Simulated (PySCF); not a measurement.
Harmonic spectrum computed at PBE0 in the def2-TZVP basis family (core potentials from Rb on, PySCF, no spin–orbit coupling):

| ω (cm⁻¹) | IR (km/mol) |
| --- | --- |
| 94 | 16.3 |
| 142 | 2.5 |
| 254 | 14.4 |
| 360 | 11.9 |
| 1006 | 184 |
| 1058 | 97.5 |

Q: Which molecule gave it? In each, all ligands are bound to the one heavy central atom.
A. TaO₂Br (singlet)
B. MoO₂Br (doublet)
C. WO₂Br (doublet)
D. RuO₂Br (doublet)
E. CoO₂Br (triplet)

A: C. It has Cs symmetry with W–Br 2.420 Å, W–O 1.698 Å (×2).
